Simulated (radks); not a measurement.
Numerical settings for the chromium ion Cr3+, [Ar] 3d3. Method: scalar-relativistic Kohn-Sham, r2SCAN, spin-unpolarised, spherical densities, finite nucleus; meta-GGA in the generalised Kohn-Sham scheme; Fermi nuclear charge, rms radius 3.6452 fm; computed with a radial shooting solver on a logarithmic mesh with Libxc functionals. The defaults (mesh step 0.008 in ln r, mesh end at 40 bohr or more with all orbitals vanishing there, Anderson mixing 0.5 over 9 steps, residual threshold near 1e-9 with the energy settled to 1e-9 hartree or 1e-11 of itself, here a cap of 52 iterations) give E = -1048.744 hartree and 3d at -38.773 eV in 12 iterations. Times are rough (one thread of a shared host). Changes against that run (0 stands for a change within the tolerance of the run):

setting,iterations,converged,E (mhartree),e(3d) (meV),CPU (s)
mesh step in ln r 0.02,10,yes,0,-0.00856,0.02
mesh step in ln r 0.12,2,no,diverged,-,0
mesh step in ln r 0.005,15,yes,0,+0.0116,0.11
mesh end (bohr) 2,11,yes,+1.48e+03,+1.68e+04,0.05
mesh end (bohr) 8,12,yes,0,+0.00731,0.06
residual threshold 0.01,10,yes,0,-0.111,0.05
residual threshold 1e-05,11,yes,0,-0.0959,0.05
mixing 2.5,17,yes,0,+0.00995,0.08
"linear mixing, mixing 0.5",52,no,0,+0.0121,0.16
"linear mixing, mixing 0.2",52,no,0,-0.11,0.2
mixing history 20,12,yes,0,+0.0223,0.06
iteration cap 3,3,no,+11.7,-1.44e+03,0.02

Settings that end as converged yet miss the energy by more than 1 mhartree: mesh end (bohr) 2 (+1.48 hartree). A mesh that ends early acts as a hard wall.
